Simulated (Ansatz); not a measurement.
Relaxation of a periodic cell of 13 atoms, Ti (host Ti, host structure hcp, interstitial Ti), to a largest force component of 0.08 eV/Å in at most 25 steps.

The calculation used DFT PBEsol, scalar-relativistic, plane waves, PAW in Ansatz 0.2.0. Settings: cutoff 420 eV, k mesh 2x2x2, fermi-dirac smearing 0.15 eV, no spin polarisation.

```xyz
13
Lattice="5.9000 0.0000 0.0000 -4.4250 7.6643 0.0000 0.0000 0.0000 4.6846" Properties=species:S:1:pos:R:3:forces:R:3
Ti 0.000 0.000 0.000 -0.03 0.05 0.04
Ti 0.000 1.703 2.342 -0.03 -0.09 -0.16
Ti -1.475 2.555 0.000 2.56 -1.57 2.37
Ti -1.475 4.258 2.342 2.64 1.53 -2.44
Ti -2.950 5.110 0.000 0.08 3.36 2.65
Ti -2.950 6.813 2.342 -0.03 -0.06 -0.06
Ti 2.950 0.000 0.000 0.08 0.06 0.01
Ti 2.950 1.703 2.342 0.03 -2.90 -2.24
Ti 1.475 2.555 0.000 -2.71 -1.68 2.50
Ti 1.475 4.258 2.342 -2.82 1.59 -2.61
Ti 0.000 5.110 0.000 -0.01 0.06 0.23
Ti 0.000 6.813 2.342 0.01 0.00 -0.03
Ti 2.910 3.462 3.547 0.23 -0.37 -0.25
```

Where does it end, and by what steps?

The run converged. The threshold is loose, so the end isn't yet a minimum. Limits of this set-up: coarse k mesh. After 5 steps the energy has fallen by 4.086 eV; Ti10 moved furthest, 0.42 Å.

```json
{"step": "0", "energy less start (eV)": "0.0000", "largest force component (eV/Å)": "3.363", "accepted": "yes"}
{"step": "1", "energy less start (eV)": "-2.7396", "largest force component (eV/Å)": "1.567", "accepted": "yes"}
{"step": "2", "energy less start (eV)": "-3.5955", "largest force component (eV/Å)": "0.974", "accepted": "yes"}
{"step": "3", "energy less start (eV)": "-4.0032", "largest force component (eV/Å)": "0.477", "accepted": "yes"}
{"step": "4", "energy less start (eV)": "-3.8857", "largest force component (eV/Å)": "0.554", "accepted": "no"}
{"step": "5", "energy less start (eV)": "-4.0860", "largest force component (eV/Å)": "0.066", "accepted": "yes"}
```

```xyz
13
Lattice="5.9000 0.0000 0.0000 -4.4250 7.6643 0.0000 0.0000 0.0000 4.6846" Properties=species:S:1:pos:R:3
Ti 0.036 0.018 0.185
Ti -0.031 1.755 2.694
Ti -1.303 2.392 0.342
Ti -1.293 4.440 2.025
Ti -2.920 5.445 0.172
Ti -3.021 6.777 2.519
Ti 3.011 0.056 -0.172
Ti 2.919 1.373 2.172
Ti 1.289 2.376 0.327
Ti 1.299 4.440 2.005
Ti 0.027 5.057 -0.346
Ti -0.049 6.798 2.160
Ti 2.946 3.410 3.517
```

Time of the run: 38 s on 1 thread of AMD EPYC 7B13 (Zen 3), with other jobs on the host, peak memory 0.59 GiB.
